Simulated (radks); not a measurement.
Spherical quantum dot in the effective-mass picture: electrons in a hard-walled sphere of radius 12.7, with a point charge +2 (a donor) at the centre, all in effective atomic units (hartree* = m*/eps^2 hartree, bohr* = eps/m* bohr), one dielectric constant everywhere. Method: non-relativistic Kohn-Sham, LDA (Slater exchange, Perdew-Wang correlation), spin-polarised, spherical densities; computed with a radial shooting solver with Libxc functionals. Levels are named by radial order and angular momentum (1s, 1p, 1d, 2s, ...), and open shells are averaged over m. Results are scaled to m* = 0.164 and eps = 11.8, for which hartree* = 32.05 meV and bohr* = 3.807 nm.

N = 33, configuration 1s2 1p6 1d10 2s2 1f(up 7, down 6). This is the lowest configuration that the search found (a dilute case). Occupied and some empty levels:

| level | occupation | eigenvalue (meV) | <r> (nm) |
|---|---|---|---|
| 1s down | 1 | 80.382 | 3.655 |
| 1s up | 1 | 80.382 | 3.655 |
| 2s up | 1 | 90.036 | 38.58 |
| 2s down | 1 | 90.107 | 38.57 |
| 1p up | 3 | 90.365 | 38.69 |
| 1p down | 3 | 90.436 | 38.68 |
| 1d up | 5 | 91.014 | 38.88 |
| 1d down | 5 | 91.085 | 38.87 |
| 1f up | 7 | 91.973 | 39.10 |
| 1f down | 6 | 92.045 | 39.10 |
| 1g up | 0 | 93.230 | 39.35 |
| 1g down | 0 | 93.303 | 39.34 |
| 2p up | 0 | 98.602 | 26.34 |
| 2p down | 0 | 98.625 | 26.29 |
| 2d up | 0 | 100.23 | 28.95 |
| 2d down | 0 | 100.26 | 28.92 |

Energy (meV): total 1361.50, kinetic 278.88, external -409.63, Hartree 1687.2, exchange-correlation -194.92.

Electron density:

| r (nm) | n(r) (e/nm^3) |
|---|---|
| 3.92 | 0.001610 |
| 7.52 | 0.00009565 |
| 11.1 | 7.208e-06 |
| 14.7 | 9.995e-07 |
| 18.3 | 1.311e-06 |
| 21.9 | 3.856e-06 |
| 25.5 | 0.00001107 |
| 29.1 | 0.00002870 |
| 32.7 | 0.00006443 |
| 36.3 | 0.0001163 |
| 39.9 | 0.0001463 |
| 43.5 | 0.00009295 |
| 47.1 | 8.206e-06 |
